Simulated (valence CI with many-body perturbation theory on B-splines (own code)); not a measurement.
# Er³⁵⁺: electric-dipole lines

Method: relativistic CI+MBPT: five valence electrons over a frozen Dirac-Fock core [Ar] 3d10, a basis of 9 s, 9 p, 8 d, 6 f, 3 g, 1 h functions for each j, with the one-electron correlation potential Σ1, the two-electron term Σ2, the three-electron term Σ3, Breit, model QED; selected CI, second order for the rest (own B-spline code, finite nucleus).

No measured spectrum was set against this ion. As an estimate, large intervals hold to a few tenths of a per cent, small ones and those within an open d or f shell to about a per cent. Among the levels kept, up to 300 cm⁻¹ of a level comes from second order outside the variational space, and about a tenth of that is noise between levels of different J, which matters for small intervals.

Lines 51 to 100 of 218 in falling wavelength, among levels below 293.83 eV, chosen from the strongest by gf and those to the six lowest levels. Wavelengths and rates use the calculated energies. Electric multipoles are in the length gauge, E1 and E2 with the static RPA response of the core. Weak lines are less certain than strong ones. Lines between different terms over intervals too small for the method are left out, as are lines whose strength nearly cancels. The highest levels of a list are the least certain.

Levels are named by their leading jj configuration (3d3/2^4 stands for four electrons in 3d with j = 3/2), which in mixed levels can hold well under half, so a name can repeat and another be missing. Letters in brackets count levels of one name in rising energy.

| λ vac (Å) | Upper | Lower | A (s⁻¹) | S (a.u.) |
| --- | --- | --- | --- | --- |
| 152.3 | (4s 4p1/2^2 4p3/2 4d3/2) J=3/2 [a] | (4s^2 4p1/2 4p3/2 4d3/2) J=5/2 [a] | 3.87e+09 | 2.70e-02 |
| 151.8 | (4s 4p1/2^2 4p3/2 4d5/2) J=3/2 | (4s^2 4p1/2 4p3/2 4d3/2) J=1/2 [b] | 1.46e+09 | 1.01e-02 |
| 151.4 | (4s 4p1/2^2 4p3/2 4d3/2) J=3/2 [a] | (4s^2 4p1/2 4p3/2 4d3/2) J=3/2 [a] | 5.39e+09 | 3.69e-02 |
| 151.4 | (4s 4p1/2^2 4p3/2 4d3/2) J=1/2 [a] | (4s^2 4p1/2 4p3/2 4d3/2) J=3/2 [a] | 2.86e+09 | 9.81e-03 |
| 151.4 | (4s 4p1/2^2 4p3/2 4d3/2) J=1/2 [b] | (4s^2 4p1/2 4p3/2 4d3/2) J=3/2 [b] | 1.97e+09 | 6.75e-03 |
| 150.8 | (4s 4p1/2^2 4p3/2 4d5/2) J=5/2 | (4s^2 4p1/2 4p3/2 4d3/2) J=3/2 [b] | 4.36e+08 | 4.43e-03 |
| 150.0 | (4s 4p1/2^2 4p3/2 4d3/2) J=1/2 [b] | (4s^2 4p1/2 4p3/2 4d3/2) J=1/2 [b] | 5.68e+09 | 1.89e-02 |
| 149.7 | (4s^2 4p1/2 4p3/2 4d3/2) J=1/2 [b] | (4s^2 4p3/2^3) J=3/2 | 3.41e+09 | 1.13e-02 |
| 149.6 | (4s^2 4p1/2 4p3/2 4d3/2) J=5/2 [b] | (4s^2 4p3/2^3) J=3/2 | 3.57e+08 | 3.54e-03 |
| 149.5 | (4s 4p1/2^2 4p3/2 4d5/2) J=5/2 | (4s^2 4p1/2 4p3/2 4d3/2) J=5/2 [b] | 7.69e+08 | 7.60e-03 |
| 148.9 | (4s 4p1/2^2 4p3/2 4d3/2) J=7/2 | (4s^2 4p1/2 4p3/2 4d3/2) J=5/2 [a] | 1.39e+09 | 1.81e-02 |
| 148.3 | (4s^2 4p1/2 4p3/2 4d3/2) J=3/2 [b] | (4s^2 4p3/2^3) J=3/2 | 5.12e+08 | 3.30e-03 |
| 145.7 | (4s 4p1/2^2 4p3/2^2) J=1/2 | (4s^2 4p1/2 4p3/2^2) J=1/2 | 1.83e+10 | 5.60e-02 |
| 141.4 | (4s 4p1/2^2 4p3/2^2) J=3/2 | (4s^2 4p1/2 4p3/2^2) J=1/2 | 2.35e+07 | 1.31e-04 |
| 140.4 | (4s^2 4p1/2 4p3/2 4d5/2) J=3/2 [a] | (4s^2 4p3/2^3) J=3/2 | 9.19e+08 | 5.02e-03 |
| 140.1 | (4s 4p1/2^2 4p3/2 4d5/2) J=3/2 | (4s 4p1/2 4p3/2^3) J=5/2 | 2.10e+10 | 1.14e-01 |
| 138.1 | (4s 4p1/2^2 4p3/2 4d5/2) J=5/2 | (4s 4p1/2 4p3/2^3) J=5/2 | 5.12e+09 | 3.99e-02 |
| 137.5 | (4s 4p1/2^2 4p3/2 4d3/2) J=5/2 [b] | (4s^2 4p1/2 4p3/2 4d3/2) J=7/2 | 1.28e+10 | 9.87e-02 |
| 136.7 | (4s 4p1/2^2 4p3/2 4d3/2) J=3/2 [b] | (4s^2 4p1/2 4p3/2 4d3/2) J=1/2 [a] | 2.17e+09 | 1.09e-02 |
| 136.3 | (4s 4p1/2^2 4p3/2 4d3/2) J=3/2 [b] | (4s^2 4p1/2 4p3/2 4d3/2) J=5/2 [a] | 1.08e+10 | 5.42e-02 |
| 135.8 | (4s 4p1/2 4p3/2^3) J=1/2 | (4s^2 4p3/2^3) J=3/2 | 4.90e+09 | 1.21e-02 |
| 135.6 | (4s 4p1/2^2 4p3/2 4d3/2) J=3/2 [b] | (4s^2 4p1/2 4p3/2 4d3/2) J=3/2 [a] | 1.04e+09 | 5.12e-03 |
| 133.3 | (4s^2 4p1/2 4p3/2 4d5/2) J=5/2 [a] | (4s^2 4p3/2^3) J=3/2 | 4.65e+09 | 3.26e-02 |
| 132.3 | (4s^2 4p1/2^2 4d5/2) J=5/2 | (4s^2 4p1/2 4p3/2^2) J=5/2 | 1.32e+09 | 9.06e-03 |
| 132.3 | (4s 4p1/2^2 4p3/2^2) J=3/2 | (4s^2 4p1/2 4p3/2^2) J=5/2 | 1.98e+10 | 9.06e-02 |
| 131.8 | (4s 4p1/2^2 4p3/2 4d5/2) J=3/2 | (4s 4p1/2 4p3/2^3) J=3/2 | 7.53e+09 | 3.40e-02 |
| 130.5 | (4s 4p1/2^2 4p3/2 4d3/2) J=5/2 [b] | (4s^2 4p1/2 4p3/2 4d3/2) J=5/2 [a] | 4.14e+08 | 2.73e-03 |
| 130.0 | (4s 4p1/2^2 4p3/2 4d5/2) J=5/2 | (4s 4p1/2 4p3/2^3) J=3/2 | 5.89e+09 | 3.83e-02 |
| 129.9 | (4s 4p1/2^2 4p3/2 4d3/2) J=5/2 [b] | (4s^2 4p1/2 4p3/2 4d3/2) J=3/2 [a] | 1.16e+09 | 7.54e-03 |
| 129.3 | (4s 4p1/2^2 4p3/2^2) J=1/2 | (4s^2 4p1/2 4p3/2^2) J=3/2 | 1.02e+07 | 2.17e-05 |
| 128.6 | (4s^2 4p1/2 4p3/2 4d5/2) J=3/2 [b] | (4s^2 4p3/2^3) J=3/2 | 5.46e+09 | 2.29e-02 |
| 126.3 | (4s^2 4p1/2 4p3/2 4d5/2) J=5/2 [b] | (4s^2 4p3/2^3) J=3/2 | 2.34e+09 | 1.39e-02 |
| 125.9 | (4s^2 4p1/2^2 4d5/2) J=5/2 | (4s^2 4p1/2 4p3/2^2) J=3/2 | 2.48e+09 | 1.47e-02 |
| 125.8 | (4s 4p1/2^2 4p3/2^2) J=3/2 | (4s^2 4p1/2 4p3/2^2) J=3/2 | 7.55e+09 | 2.97e-02 |
| 125.4 | (4s 4p1/2^2 4p3/2 4d5/2) J=3/2 | (4s^2 4p1/2 4p3/2 4d3/2) J=5/2 [a] | 1.64e+09 | 6.40e-03 |
| 124.5 | (4s 4p1/2^2 4p3/2 4d3/2) J=1/2 [b] | (4s^2 4p1/2 4p3/2 4d3/2) J=1/2 [a] | 2.26e+09 | 4.30e-03 |
| 123.6 | (4s 4p1/2^2 4p3/2 4d3/2) J=1/2 [b] | (4s^2 4p1/2 4p3/2 4d3/2) J=3/2 [a] | 1.36e+10 | 2.53e-02 |
| 122.3 | (4s^2 4p1/2 4p3/2 4d5/2) J=3/2 [c] | (4s^2 4p3/2^3) J=3/2 | 9.08e+09 | 3.28e-02 |
| 117.9 | (4s^2 4p1/2 4p3/2 4d5/2) J=1/2 | (4s^2 4p3/2^3) J=3/2 | 5.81e+09 | 9.39e-03 |
| 108.4 | (4s 4p1/2^2 4p3/2 4d3/2) J=5/2 [a] | (4s 4p1/2^2 4p3/2^2) J=3/2 | 2.18e+09 | 8.23e-03 |
| 108.3 | (4s 4p1/2^2 4p3/2 4d3/2) J=5/2 [a] | (4s^2 4p1/2^2 4d5/2) J=5/2 | 3.68e+09 | 1.38e-02 |
| 107.8 | (4s 4p1/2^2 4p3/2 4d3/2) J=3/2 [a] | (4s 4p1/2^2 4p3/2^2) J=3/2 | 4.45e+09 | 1.10e-02 |
| 107.8 | (4s 4p1/2^2 4p3/2 4d3/2) J=1/2 [a] | (4s 4p1/2^2 4p3/2^2) J=3/2 | 4.91e+09 | 6.07e-03 |
| 107.7 | (4s 4p1/2^2 4p3/2 4d3/2) J=3/2 [a] | (4s^2 4p1/2^2 4d5/2) J=5/2 | 2.28e+09 | 5.62e-03 |
| 106.0 | (4s 4p1/2^2 4p3/2 4d3/2) J=7/2 | (4s^2 4p1/2^2 4d5/2) J=5/2 | 1.48e+09 | 6.96e-03 |
| 105.4 | (4s 4p1/2^2 4p3/2 4d3/2) J=3/2 [a] | (4s 4p1/2^2 4p3/2^2) J=1/2 | 2.62e+09 | 6.04e-03 |
| 105.4 | (4s 4p1/2^2 4p3/2 4d3/2) J=1/2 [a] | (4s 4p1/2^2 4p3/2^2) J=1/2 | 2.20e+09 | 2.54e-03 |
| 102.6 | (4s^2 4p1/2 4p3/2 4d3/2) J=3/2 [a] | (4s^2 4p1/2 4p3/2^2) J=1/2 | 1.54e+08 | 3.29e-04 |
| 102.0 | (4s^2 4p1/2 4p3/2 4d3/2) J=1/2 [a] | (4s^2 4p1/2 4p3/2^2) J=1/2 | 6.70e+07 | 7.01e-05 |
| 99.50 | (4s 4p1/2^2 4p3/2 4d3/2) J=3/2 [b] | (4s 4p1/2^2 4p3/2^2) J=3/2 | 6.52e+09 | 1.27e-02 |
